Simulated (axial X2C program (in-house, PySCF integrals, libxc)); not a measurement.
## Which molecule has these constants?

Calculated with an in-house all-electron X2C program for linear molecules (integrals from PySCF), spin-free (one-electron X2C) or two-component (2c: spin–orbit coupling with atomic mean-field Coulomb and Gaunt terms, which also bring small scalar terms), in Dyall basis sets with cores contracted in-house; open shells are unrestricted.

A two-component PBE0 calculation in a Dyall 3-zeta basis gave Re = 2.916 Å, ωe = 182.7 cm⁻¹, dipole magnitude 6.86 D, Ω = 3/2.

Which molecule is it?
A. AlSn
B. SnS
C. SnCl
D. MgSn
E. NaSn

E. The others have SnS 2.208 Å and 499.2 cm⁻¹ (Ω = 0); SnCl 2.377 Å and 344.2 cm⁻¹ (Ω = 1/2); MgSn 2.770 Å and 218.9 cm⁻¹ (Ω = 1); AlSn 2.660 Å and 262.3 cm⁻¹ (Ω = 3/2).

Each entry is the lowest single determinant of a limited PBE0 search at one distance. De goes to single-determinant-based atoms at the same level (for ions the charge split of lowest energy) and is withheld (n/a) where an atom does not fit its ground term or J level. Main or longest-lived isotopes. One determinant is a doubtful description, or other states lie close, for NaSn, MgSn, AlSn; these need not be ground states, and all values refer to the states named. Some open-shell Ω = 0 determinants are out of reach, so the Ω given for MgSn need not be the lowest component. With several unpaired electrons the Ω given is that of one determinant, not necessarily of the lowest component. The functionals have no current term, which raises determinants with orbital currents.
